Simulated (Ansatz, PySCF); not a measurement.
Molecule: germanium monoxide, GeO, net charge 0, singlet state. 
Geometry from a B3LYP-D3(BJ)/def2-TZVP (Ansatz, a first-principles code) optimisation:
SMILES: [O]=[Ge]
```xyz
2

Ge     0.0000     0.0000    -0.3265
O      0.0000     0.0000     1.3060
```

Total electronic energies in hartree. Correlated levels leave the core frozen unless marked. No spin-orbit coupling. Frozen are the shells of the preceding noble gas and the d and f shells that filled before the atom's block. No relativistic terms. Basis-set limits of correlation are two-point, X^-3; Hartree-Fock from the larger set (for Q and 5 zeta extrapolated as (X+1)exp(-9√X)).

The T1 diagnostic of CCSD in the largest basis is 0.030, which is high, so the coupled-cluster rows are less sure than usual.

| level | program | energy (Eh) |
|---|---|---|
| HF/def2-TZVPD | PySCF | -2150.25306 |
| PBE-D4/def2-TZVPD | Ansatz + dftd4 | -2151.88357 |
| BP86/def2-TZVPD | PySCF | -2152.53910 |
| PBE0-D3(BJ)/def2-TZVPD | Ansatz + dftd3 | -2151.91848 |
| PBE0/def2-QZVPP | Ansatz | -2151.96636 |
| BHLYP-D4/def2-TZVPD | Ansatz + dftd4 | -2152.20199 |
| CAM-B3LYP-D3(BJ)/def2-TZVPD | Ansatz + dftd3 | -2152.36280 |
| LC-wPBE-D4/def2-TZVPD | Ansatz + dftd4 | -2151.92963 |
| PBE-QIDH/def2-TZVPD | Ansatz | -2151.52768 |
| MP2/cc-pVTZ | Ansatz | -2150.63200 |
| SCS-MP2/def2-TZVPP | Ansatz | -2150.58719 |
| CCSD/6-31G* | Ansatz | -2150.20415 |
| CCSD/CBS(aug-cc-pVTZ,aug-cc-pVQZ) | Ansatz | -2150.6714 |
| CCSD(T)/6-31G | Ansatz | -2150.05843 |
| CCSD(T)/CBS(cc-pVQZ,cc-pV5Z) | Ansatz | -2150.6968 |

Totals of different functionals don't rank their quality; only differences between species are comparable.
